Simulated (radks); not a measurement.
Spin polarisation of the 3p4 shell in Ar2+. Start: [Ne] 3s2 3p(up 2, down 2); electrons of 3p are moved from spin down to spin up, other shells keep equal spins. All-electron calculation, non-relativistic Kohn-Sham, PBE, spin-polarised, spherical densities, point nucleus. Program: a radial shooting solver on a logarithmic mesh with Libxc functionals.

| moment (Bohr magnetons) | E - E(0) (eV) | e(3p up) (eV) | e(3p down) (eV) | 3s down minus up (eV) | 2p down minus up (eV) |
|---|---|---|---|---|---|
| 0 | 0.000 | -35.428 | -35.428 | 0.000 | 0.000 |
| 0.5 | -0.076 | -35.721 | -35.110 | 0.647 | 0.145 |
| 1 | -0.306 | -35.992 | -34.766 | 1.298 | 0.290 |
| 1.5 | -0.690 | -36.242 | -34.394 | 1.956 | 0.435 |
| 2 | -1.231 | -36.472 | -33.989 | 2.626 | 0.580 |

At moment 2 the spin-polarisation energy is -1.231 eV and the 3p exchange splitting 2.483 eV, that is 1.241 eV per Bohr magneton; E = -I m^2/4 would give I = 1.231 eV.
